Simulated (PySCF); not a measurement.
# Computed properties of H6OSi2, SMILES [SiH3]O[SiH3]

disiloxane (H₆OSi₂), SMILES [SiH3]O[SiH3]. Coordinates come from a PBE0-D3(BJ)/def2-SVP optimisation. One conformer was computed; it need not be the lowest. All values are computed for the isolated molecule unless a solvent is named; none is compared with measurement here.

**Structure.** The optimised structure has C2v symmetry. All 21 harmonic modes at PBE0-D3(BJ)/def2-SVP (PySCF) are real, so it is a minimum. With heavy atoms numbered as in [SiH3:1][O:2][SiH3:3], the shortest bond between them is O2–Si3 at 1.656 Å and the longest Si1–O2 at 1.656 Å.

**Vibrations.** The strongest infrared lines (harmonic, unscaled, degenerate partners summed) lie at 957 cm⁻¹ (793 km/mol, H 86 %, Si 13 %), 1122 cm⁻¹ (364 km/mol, O 76 %, Si 16 %, H 8 %), 2233 cm⁻¹ (298 km/mol, H 96 %). The softest mode is at 36 cm⁻¹ and the zero-point energy is 34.4 kcal/mol.

**Electronic structure.** ωB97X/def2-TZVPD (PySCF) places the frontier levels at -11.14 and 1.46 eV, a gap of 12.60 eV, and gives a dipole moment of 0.33 D and a mean polarisability of 58.1 bohr³. PBE/def2-TZVPD (PySCF) at the same geometry gives -7.31 and -1.29 eV, so its gap is 6.58 eV narrower. An orbital gap is neither the optical nor the fundamental gap.

**Excitations.** TDDFT-B3LYP/def2-SVPD (PySCF) has S1 at 6.85 eV (181 nm, f = 0.000, dark); the most intense of the 10 singlets computed lies at 8.10 eV (f = 0.11). T1 (TDA) is at 6.56 eV. TDDFT-PBE/def2-SVPD (PySCF) puts S1 at 6.21 eV. No vertical singlet excitation falls in the visible range (under 3.1 eV).

**NMR.** GIAO shifts at B3LYP/pcSseg-1 (PySCF) (non-relativistic, atoms alike by connectivity averaged): ¹H at 5.2 ppm against TMS; ²⁹Si at -42.2 ppm against TMS.

**Solvation.** SMD-PBE0/def2-SVP (PySCF) gives 2.5 kcal/mol in water, -0.8 kcal/mol in acetone, -0.7 kcal/mol in ethylethanoate (1 M in both phases, gas-phase geometry); of these solvents acetone holds the molecule best.
